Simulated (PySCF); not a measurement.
**Excited states of Ti¹²⁺ (titanium, charge +12)**

Ground state [Ne], ¹S. All numbers are calculated (PySCF 2.14, the spin-free X2C one-electron Hamiltonian (Gaussian nucleus), in an even-tempered Gaussian basis (19 s from 0.288 bohr⁻², ratio 2.5; 12 p from 0.384 bohr⁻², ratio 2.5; 7 d from 0.263 bohr⁻², ratio 2.7; 3 f from 22 bohr⁻², ratio 2.7)). Vertical excitation energies in eV without spin-orbit coupling; excited terms of each kind are numbered among those the solver found. Frozen: 1s2.

```tsv
term	leading excitation	EOM-EE-CCSD
1 3P°	2p → s	460.35
1 1P°	2p → s	462.80
1 3S	2p → p	481.89
1 3D	2p → p	486.19
1 1D	2p → p	488.11
1 1P	2p → p	488.47
1 3P	2p → p	488.55
1 1S	2p → p	503.00
2 3P°	2p → d	518.52
1 3F°	2p → d	520.47
1 1F°	2p → d	522.34
1 1D°	2p → d	523.16
2 3S	2s → s	561.74
2 1S	2s → s	566.25
```

The solver can miss terms. The 22 highest virtual orbitals were dropped.
